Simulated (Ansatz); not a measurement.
```yaml
atoms:
  - { symbol: Si, position_ang: [-0.0418, -0.0132, -1.1492] }
  - { symbol: Si, position_ang: [-0.0316, -0.0076, 1.2112] }
  - { symbol: H, position_ang: [0.0047, -1.3861, -1.6431] }
  - { symbol: H, position_ang: [-1.2580, 0.7107, -1.6648] }
  - { symbol: H, position_ang: [1.1772, 0.6705, -1.6824] }
  - { symbol: H, position_ang: [-0.0349, 1.3847, 1.6594] }
  - { symbol: H, position_ang: [-1.1863, -0.7308, 1.7180] }
  - { symbol: H, position_ang: [1.2407, -0.7414, 1.6725] }
```

Basis set: cc-pVTZ (spherical functions). Frozen core: 10 orbitals. Charge 0, multiplicity 1.

Computed with Ansatz (development build ahead of 0.2.0); each method stands on the lowest determinant of its kind that the runs found. Restricted open shells among the atoms or ions are ROHF, correlated in semicanonical orbitals with singles.

The atomization energy at this shape (free ground-state atoms in the same class of orbitals less the molecule, no zero-point energy) of singlet Si₂H₆:

```csv
method,atomization energy
RHF-MP2,507.55 kcal/mol
```

**Question.** What does RHF give?

**Answer.** 417.36 kcal/mol.
